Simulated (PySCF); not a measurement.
**Heteronuclear NMR**

Geometry:
| atom | x (Å) | y (Å) | z (Å) |
| --- | --- | --- | --- |
| C1 | 1.769 | 1.235 | -0.154 |
| N2 | 2.937 | 0.667 | -0.067 |
| O3 | 2.728 | -0.655 | 0.101 |
| C4 | 1.412 | -0.892 | 0.117 |
| C5 | 0.723 | 0.280 | -0.043 |
| C6 | -0.720 | 0.530 | -0.091 |
| C7 | -1.643 | -0.499 | -0.688 |
| C8 | -1.648 | -0.270 | 0.786 |
| H9 | 1.688 | 2.294 | -0.291 |
| H10 | 1.104 | -1.911 | 0.244 |
| H11 | -0.970 | 1.571 | -0.253 |
| H12 | -1.202 | -1.408 | -1.067 |
| H13 | -2.484 | -0.148 | -1.266 |
| H14 | -2.492 | 0.237 | 1.227 |
| H15 | -1.208 | -1.022 | 1.424 |

Computed data (PySCF 2.14): structure optimised with GFN2-xTB, shieldings: GIAO PBE0/pcSseg-1. Single conformer, equivalent nuclei averaged, non-relativistic, no solvent.

(1) Where does ¹⁵N resonate?

(2) Predict the ¹⁷O NMR data.

## Answers

(1) 
| atoms | environment | σ (ppm) | δ (ppm) |
| --- | --- | --- | --- |
| N2 | pyridine-type nitrogen of an azole | -155.6 | -4.7 |

Shieldings were converted by a linear fit to measured shifts: ¹⁵N (scatter 6.3 ppm rms vs CH3NO2, solution or neat liquid). A few per cent of atoms miss by over 2 rms, more outside the fitted compound classes.

On a 500 MHz spectrometer ¹⁵N resonates near 50.7 MHz, so 1 ppm is 50.7 Hz.

(2) 
```
atoms           environment  σ (ppm)  δ (ppm)
   O3  aromatic ring oxygen    -69.5    330.0
```

Shieldings were converted by a linear fit to measured shifts: ¹⁷O (scatter 10.7 ppm rms, 12.2 ppm with the 3 outliers that the fit left out vs liquid water, solution or neat liquid). Occasional misses reach two or three times the rms, and more in compound classes unlike the fitted ones.

On a 500 MHz spectrometer ¹⁷O resonates near 67.8 MHz, so 1 ppm is 67.8 Hz.
